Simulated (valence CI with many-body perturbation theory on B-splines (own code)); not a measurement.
Run record, Rb¹⁵⁺

Calculated by valence CI with perturbative core correlation (CI+MBPT): four valence electrons over a frozen Dirac-Fock core [Ar], a basis of 9 s, 9 p, 10 d, 8 f, 5 g, 3 h, 1 i functions for each j, with the one-electron correlation potential Σ1 (screened to all orders), the two-electron term Σ2, the three-electron term Σ3, Breit, model QED; selected single and double excitations, second order for the rest (own B-spline code, finite nucleus).

Command, and the settings that its task file holds:

```sh
python run_cv.py task.json out
```

```
atom Rb  Z=37  mass_number=85  rms_radius_fm=4.2036
core [Ar]
valence 3d4
avg = 1
basis = L
breit = 1
cap = 40000
capref = 1200
cscale = 1
de = 0.0
dress = 0
eps = 2e-08
h = 0.27
hh = 1
l2 = 3
lcore = 6
maxit = 60
n2 = 5
natural = 1
nlev = 60
nno = [6, 6, 7, 6, 4, 3, 1]
nroot = 26
nsp = [3, 3, 3, 2, 1, 0, 0]
pt2 = 1
qed = 1
rpa = 1
s1 = 1
s2 = 1
s3 = 1
screen = 1
tol = 2e-05
```

It took 2.4 min on 1 thread of Arm Neoverse V1, on a shared host.

Log. The first blocks belong to the next ion, which gives the ionisation energy. Fields: 2J, parity (1 odd), roots, reference size, generating configurations, candidates as configurations/state functions, variational space P, stored matrix elements, Davidson steps; e2 is the range of second-order energies in hartree. The first line gives the box (bohr), its intervals, the orbitals and the steps of their self-consistent field. Window is the range of levels sought, series limit the energy at which the first omitted orbital would enter, core excitation an estimate of the first excitation out of the core, left out the lowest levels not solved, and shifts from estimates the range by which levels moved from their first estimate, all in cm⁻¹.

```
rmax 7.2 intervals 61 orbitals 81 references ['3d4', '3d3 4s', '3d3 4p'] scf 5 t 1.3
2J=3 par=0 roots 2 ref 41 generators 4 cand 3047/7521 P 1496/4000 nnz 4.3e+06 it 7
2J=3 par=0 roots 2 ref 41 generators 7 cand 4486/10687 P 2089/5523 nnz 7.5e+06 it 5
   second order: generators 15 cand 7839/18132 e2 -0.00002 -0.00001
2J=5 par=0 roots 2 ref 45 generators 3 cand 3216/9392 P 1146/4000 nnz 4.5e+06 it 4
2J=5 par=0 roots 2 ref 45 generators 7 cand 5169/14354 P 1852/6170 nnz 9.6e+06 it 4
   second order: generators 14 cand 12823/36145 e2 -0.00002 -0.00002
2J=7 par=0 roots 2 ref 35 generators 2 cand 3174/9640 P 1249/3998 nnz 4.4e+06 it 5
2J=7 par=0 roots 2 ref 35 generators 5 cand 4975/14849 P 2286/7201 nnz 1.3e+07 it 5
   second order: generators 9 cand 8340/26264 e2 -0.00003 -0.00001
reference levels 704, estimated 34, window 296107 1/cm; series limit 3558720, core excitation 857674
2J=0 par=0 roots 5 ref 19 generators 4 cand 3174/5611 P 3205/6029 nnz 7e+06 it 5
2J=0 par=0 roots 5 ref 19 generators 4 cand 1182/2101 P 3801/7118 nnz 9.8e+06 it 4
   second order: generators 13 cand 19003/45937 e2 -0.00011 -0.00001
2J=2 par=0 roots 4 ref 43 generators 3 cand 4287/19661 P 1509/8000 nnz 1.5e+07 it 7
2J=2 par=0 roots 4 ref 43 generators 3 cand 3211/14203 P 3365/16928 nnz 6.2e+07 it 8
   second order: generators 8 cand 16476/105529 e2 -0.00006 -0.00002
2J=4 par=0 roots 8 ref 61 generators 4 cand 4591/30376 P 1031/8000 nnz 1.5e+07 it 7
2J=4 par=0 roots 8 ref 61 generators 4 cand 3868/24929 P 3633/25326 nnz 1.3e+08 it 7
   second order: generators 8 cand 10554/89634 e2 -0.00007 -0.00002
2J=6 par=0 roots 6 ref 57 generators 3 cand 4616/35098 P 892/7999 nnz 1.6e+07 it 9
2J=6 par=0 roots 6 ref 57 generators 3 cand 4011/29656 P 2933/24058 nnz 1.3e+08 it 8
   second order: generators 8 cand 17341/191081 e2 -0.00013 -0.00005
2J=8 par=0 roots 7 ref 48 generators 4 cand 4555/35072 P 933/7988 nnz 1.5e+07 it 8
2J=8 par=0 roots 7 ref 48 generators 4 cand 3918/29631 P 3105/24854 nnz 1.3e+08 it 7
   second order: generators 11 cand 17209/194641 e2 -0.00013 -0.00005
2J=10 par=0 roots 2 ref 29 generators 2 cand 4315/30434 P 961/7997 nnz 1.7e+07 it 4
2J=10 par=0 roots 2 ref 29 generators 2 cand 3664/24958 P 2764/22144 nnz 1.1e+08 it 5
   second order: generators 3 cand 9627/97102 e2 -0.00005 -0.00004
2J=12 par=0 roots 2 ref 15 generators 2 cand 3815/23882 P 1249/8000 nnz 1.7e+07 it 5
2J=12 par=0 roots 2 ref 15 generators 2 cand 2984/18392 P 2908/18609 nnz 8.2e+07 it 5
   second order: generators 2 cand 1325/7783 e2 -0.00003 -0.00003
left out: unestimated 1730489, estimated none, shifts from estimates -125 to 208
operators 1.9
```

The Davidson iterations converged.

No measured levels were compared; by estimate terms of the open shell hold to 2 to 4 % of their energy, and close levels can change places. Core correlation moves these levels by up to 8000 cm⁻¹, and in measured spectra 5 to 20 % of such shifts remained as error; rates that hang on mixing are uncertain with them. Only levels of the ground parity were solved; by the run's estimate the other parity begins above the list, which can be wrong where configurations are misplaced.

| Item | Value |
| --- | --- |
| Valence energy | -92.37632 hartree |
| Ionisation energy | 550.08 eV (NIST: 550 ± 3 eV (theoretical)) |
| Reference configurations for the orbitals | 3d4, 3d3 4s, 3d3 4p |
| Radial orbitals | 81 |
| Box radius | 7.163 bohr |
| Largest variational space | 25326 |
| Lowest levels | 3d⁴ ⁵D_0 0.0, 3d⁴ ⁵D_1 3118, 3d⁴ ⁵D_2 7466, 3d⁴ ⁵D_3 12230, 3d⁴ ⁵D_4 17070, 3d⁴ ³P_0 [a] 52268, 3d⁴ ³H_4 58341, 3d⁴ ³P_1 [a] 64927, 3d⁴ ³H_5 65241, 3d⁴ ³F_3 [a] 67715, 3d⁴ ³H_6 69288, 3d⁴ ³F_2 [a] 69582, 3d⁴ ³F_4 [a] 73220, 3d⁴ ³P_2 [a] 79208 cm⁻¹ |

Names give the largest LS component (configuration and term), which can be under half, so a name can repeat, a term be missing and a line seem to break the LS rules; names also repeat where a configuration has a term twice. Letters in brackets count levels of one name in rising energy.
